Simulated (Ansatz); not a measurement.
Consider the germylene formation by 1,1-elimination: `[Cl][GeH2][SiH2]Br` → `[GeH2]` + `Cl[SiH2]Br`.

Calculated with Ansatz (gas phase, PBE0-D4/def2-TZVP geometries, no zero-point term in ΔE). CBS: MP2 limit from def2 TZ/QZ plus the TZ coupled-cluster correction, frozen cores. Functionals use def2-TZVPP. For Br, Ge outer-core shells are correlated without core-valence functions, which leaves a few kJ/mol of doubt a bond. Scalar relativity is left out up to krypton. Each species was taken in one conformer, which may not be the lowest.

| level | ΔE (kJ/mol) |
| --- | --- |
| PBE-D4 | 165.5 |
| r2SCAN0-D4 | 175.5 |
| BHLYP-D4 | 157.7 |
| PBE-QIDH | 177.6 |
| CAM-B3LYP | 145.3 |
| CCSD/def2-TZVPP | 157.9 |
| CCSD(T)/def2-TZVPP | 163.1 |
| HF/CBS(def2) | 129.2 |

Problem. What does CCSD(T)/CBS give? (An estimate is asked.)

Solution. Ansatz gave: +157.8 kJ/mol. The listed levels differ from it by 7.7, 17.7, -0.1, 19.8, -12.5, 0.1, 5.3, -28.6 kJ/mol.

Largest T1 diagnostic among the species: 0.012.

The D4 term adds +13.8 kJ/mol with B3LYP and +7.8 kJ/mol with PBE0; it sums over pairs of atoms, weighted by their polarisabilities, and B3LYP, whose exchange is more repulsive, gets the larger term. From BLYP to BHLYP (50 % exact exchange), in def2-TZVPP and without D4, ΔE moves by +22.0 kJ/mol.

B3LYP here is the variant with VWN-RPA as its local correlation; programs differ in this.
